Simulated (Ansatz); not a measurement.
Geometry optimisation, RHF/def2-SVP in Ansatz 0.2.0.

input.yaml

```yaml
crystal:
  periodic: [false, false, false]
  atoms:
    - { symbol: Cl, position_ang: [-3.0065, 0.1203, 0.6292] }
    - { symbol: Ge, position_ang: [-1.2006, 1.0004, -0.1132] }
    - { symbol: "N", position_ang: [-0.1838, -0.3604, -0.8724] }
    - { symbol: C, position_ang: [1.3067, -0.0145, -0.815] }
    - { symbol: Sn, position_ang: [0.8001, -1.3673, 0.7469] }
    - { symbol: H, position_ang: [-1.5036, 2.0801, -1.2009] }
    - { symbol: H, position_ang: [-0.4221, 1.687, 1.0673] }
    - { symbol: H, position_ang: [1.8338, -0.4619, -1.6594] }
    - { symbol: H, position_ang: [1.477, 1.0365, -0.4731] }
    - { symbol: H, position_ang: [-0.60265, -1.11946, -1.44685] }
    - { symbol: H, position_ang: [0.1578, -0.7051, 2.2828] }
basis:
  gaussian: { orbitals: def2-SVP }
hamiltonian:
  xc: hf
relax:
  f_tol: 0.02
  max_steps: 50
```

Launched with:

```bash
$ ansatz run input.yaml --threads 2 --pin off --max-ram 3072MiB --backend cpu --events-out ev --progress --plain --runs-dir out
```

Task: Where does it end, and by what steps?

Result: The run converged. After 20 steps the energy has fallen by 1.553 eV; H11 moved furthest, 0.84 Å. Parted: Ge2–Sn5.

```
step  energy less start (eV)  largest force component (eV/Å)  accepted
   0                  0.0000                           4.112       yes
   1                 -0.9614                           1.122       yes
   2                 -1.3922                           0.858       yes
   3                 -1.5072                           0.689       yes
   4                 -1.4850                           0.838        no
   5                 -1.5384                           0.113       yes
   6                 -1.5432                           0.099       yes
   7                 -1.5455                           0.073       yes
   8                 -1.5471                           0.050       yes
   9                 -1.5479                           0.057       yes
  10                 -1.5484                           0.049       yes
  11                 -1.5489                           0.027       yes
  12                 -1.5500                           0.088       yes
  13                 -1.5505                           0.070       yes
  14                 -1.5513                           0.047       yes
  15                 -1.5516                           0.067       yes
  16                 -1.5521                           0.054       yes
  17                 -1.5523                           0.026       yes
  18                 -1.5525                           0.021       yes
  19                 -1.5525                           0.020       yes
  20                 -1.5526                           0.013       yes
```

```xyz
11
Properties=species:S:1:pos:R:3
Cl -3.313 0.300 0.142
Ge -1.323 1.100 -0.146
N -0.259 -0.340 -0.578
C 1.224 -0.179 -0.691
Sn 1.118 -1.776 0.835
H -1.412 2.110 -1.290
H -0.825 1.709 1.153
H 1.572 -0.376 -1.702
H 1.542 0.815 -0.382
H -0.639 -0.894 -1.326
H 0.971 -0.575 2.130
```

Whether the end is a true minimum wasn't checked by a vibrational analysis.

Run time: 67 s on 2 threads of Arm Neoverse V2 (shared host), peak memory 0.44 GiB.
